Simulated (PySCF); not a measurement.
This PySCF input asks for the NMR shieldings of SMILES CCB1SCCS1, C4H9BS2; the geometry comes from GFN2-xTB.

```python
import basis_set_exchange as bse
import numpy as np
from pyscf import gto, dft
from pyscf.prop import nmr

atoms = """
C     2.645887    0.122677    0.514971
C     1.664757   -0.888599   -0.099169
B     0.160036   -0.406277    0.005443
S    -1.051320   -1.213487    1.046692
C    -2.499038   -0.266163    0.424215
C    -2.061169    1.117348    0.001872
S    -0.456753    1.019931   -0.888701
H     2.441957    0.254512    1.575305
H     2.551626    1.088410    0.023682
H     3.669910   -0.225292    0.402734
H     1.942176   -1.026736   -1.148047
H     1.807343   -1.852887    0.393780
H    -2.903725   -0.831117   -0.417102
H    -3.236367   -0.229079    1.224691
H    -2.782501    1.580585   -0.669389
H    -1.900420    1.765119    0.865095
"""
names = dict.fromkeys(["C", "B", "S", "H"], "pcSseg-1")
basis = {el: gto.basis.parse(bse.get_basis(n, elements=[el], fmt="nwchem")) for el, n in names.items()}
mol = gto.M(atom=atoms, basis=basis, charge=0, verbose=0)
mf = dft.RKS(mol, xc="PBE0")
mf.grids.level = 2
mf.grids.alignment = dft.numint.BLKSIZE   # the property module wants whole blocks of grid points
mf.conv_tol = 1e-9
mf.kernel()

calc = nmr.RKS(mf)   # GIAO
C = mf.mo_coeff
Co = C[:, mf.mo_occ > 0]
resp = mf.gen_response(singlet=True, hermi=2)
def vind(x):   # induced exchange potential for any number of trial vectors
    d = np.einsum("pi,xij,qj->xpq", C, 2 * x.reshape(-1, C.shape[1], Co.shape[1]), Co, optimize=True)
    return np.einsum("xpq,pi,qj->xij", resp(d - d.transpose(0, 2, 1)), C, Co, optimize=True).ravel()
mo1, _ = nmr.rhf.solve_mo1(calc, with_cphf=vind)
sigma = calc.kernel(mo1)
for i, s in enumerate(sigma):   # ppm
    w = np.linalg.eigvalsh((s + s.T) / 2)
    print("%2d %-2s iso %8.1f  s11 %8.1f  s22 %8.1f  s33 %8.1f" % (i, mol.atom_pure_symbol(i), w.mean(), *w))
```

Question: Give the expected output.

Answer: 
```
 0 C  iso    171.1  s11    157.2  s22    170.5  s33    185.7
 1 C  iso    172.9  s11    154.7  s22    174.7  s33    189.2
 2 B  iso     31.6  s11    -10.5  s22      8.7  s33     96.7
 3 S  iso    422.5  s11    331.5  s22    369.7  s33    566.3
 4 C  iso    143.1  s11     99.8  s22    162.2  s33    167.4
 5 C  iso    142.8  s11     99.1  s22    162.2  s33    167.0
 6 S  iso    435.5  s11    323.6  s22    408.6  s33    574.1
 7 H  iso     30.8  s11     26.3  s22     29.5  s33     36.5
 8 H  iso     30.5  s11     25.4  s22     30.6  s33     35.5
 9 H  iso     30.4  s11     25.6  s22     27.4  s33     38.2
10 H  iso     30.4  s11     26.3  s22     28.4  s33     36.4
11 H  iso     30.0  s11     24.8  s22     30.1  s33     35.1
12 H  iso     28.6  s11     22.8  s22     27.0  s33     35.9
13 H  iso     28.5  s11     22.4  s22     26.6  s33     36.4
14 H  iso     28.4  s11     22.3  s22     26.6  s33     36.3
15 H  iso     28.6  s11     22.8  s22     27.2  s33     35.8
```

These numbers come from an equivalent density-fitted implementation of the same equations, which agrees with the script to about 0.01 ppm for H and up to a few tenths of a ppm for heavy atoms, so last digits may differ.

Size and cost of the density-fitted run: 178 basis functions, 45 s wall time on 1 thread of an Arm Neoverse N1, shared host; peak memory 0.81 GiB.
